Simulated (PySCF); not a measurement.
H₂Se₂Zn. Atoms are numbered in the order given.

```xyz
5

Zn     0.0000     0.0000     0.0133
Se    -2.3071     0.0302     0.0242
H     -2.3395    -1.0140    -1.0218
Se     2.3071    -0.0302     0.0242
H      2.3395     1.0140    -1.0218
```

Geometry: B3LYP-D3(BJ)/def2-SVP. One conformer was computed; it need not be the lowest.

Level of theory: PySCF with PBE0/pcSseg-1.

GIAO shieldings, no solvent; atoms alike by connectivity are averaged. δ = σ(ref) − σ: ⁷⁷Se against Me2Se (σ = 1740.1 ppm); ¹H against TMS (σ = 31.56 ppm), references at their B3LYP-D3(BJ)/def2-TZVP geometries, non-relativistic.

Problem. Estimate the chemical shifts. (Estimate from the structure and the level; the computed values follow.)

Solution. 
```csv
nucleus,atoms,count,δ (ppm)
⁷⁷Se,"Se2, Se4",2,-529.4
¹H,"H3, H5",2,0.34
```
